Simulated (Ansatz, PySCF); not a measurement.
ClH3O3Sn, SMILES [OH][Sn]([OH])([OH])[Cl].

Geometry optimised at PBE0-D3(BJ)/def2-SVP. The def2 effective core potentials stand for the cores of Sn; spin–orbit coupling is left out. One conformer was computed; it need not be the lowest.

Vertical ionisation energy (IE) and electron affinity (EA) in eV. Rows of orbital energies are one-electron estimates. Where ΔSCF, EOM or ADC give a negative EA the extra electron is unbound and the value depends on the basis.

| level | IE | EA |
|---|---|---|
| −ε(HOMO), −ε(LUMO), M06-2X/def2-TZVP (PySCF) | 10.87 | 1.24 |
| −ε(HOMO), −ε(LUMO), PBE/def2-TZVP (PySCF) | 7.66 | 3.23 |
| ΔSCF, CAM-B3LYP/def2-SVPD (Ansatz), final states of multiplicity 2 and 2 | 11.90 | 0.81 |
| ΔSCF, PBE/def2-SVPD (Ansatz), final states of multiplicity 2 and 2 | 10.66 | 0.93 |

Problem. What vertical singlet–triplet gap does ΔSCF give with CAM-B3LYP/def2-SVPD (Ansatz, a quantum-chemistry and plane-wave program) and with PBE/def2-SVPD (Ansatz)? (An estimate is asked for; the answer gives what the named calculation found.)

Solution. 5.51 and 4.35 eV (triplet above singlet where positive).
